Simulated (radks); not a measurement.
Values are calculated unless marked as measured or tabulated.
Isoelectronic series with 8 electrons, all held in the configuration [He] 2s2 2p4, which need not be the ground one along the series. Code: a radial shooting solver on a logarithmic mesh with Libxc functionals. Model: non-relativistic Kohn-Sham, PBE, spin-polarised, spherical densities, point nucleus; open shells are filled with parallel spins first (spin-orbit coupling, left out, can overturn this in heavy ions). Total energies (hartree) and mean radii <r> (bohr):

| ion | E (hartree) | 2p down | 2p up | 2s down |
|---|---|---|---|---|
| O | -75.00096 | 1.335 | 1.231 | 1.160 |
| Al5+ | -230.17342 | 0.5446 | 0.5355 | 0.5905 |
| Ar10+ | -472.96877 | 0.3504 | 0.3470 | 0.3953 |
| V15+ | -803.29505 | 0.2589 | 0.2572 | 0.2972 |
| Ni20+ | -1221.13405 | 0.2054 | 0.2044 | 0.2382 |
| As25+ | -1726.47954 | 0.1703 | 0.1696 | 0.1987 |
| Sr30+ | -2319.32879 | 0.1455 | 0.1450 | 0.1705 |
| Tc35+ | -2999.68041 | 0.1270 | 0.1266 | 0.1493 |
| Cd40+ | -3767.53363 | 0.1127 | 0.1124 | 0.1327 |
| I45+ | -4622.88798 | 0.1012 | 0.1010 | 0.1195 |
| Ce50+ | -5565.7431 | 0.09193 | 0.09173 | 0.1087 |
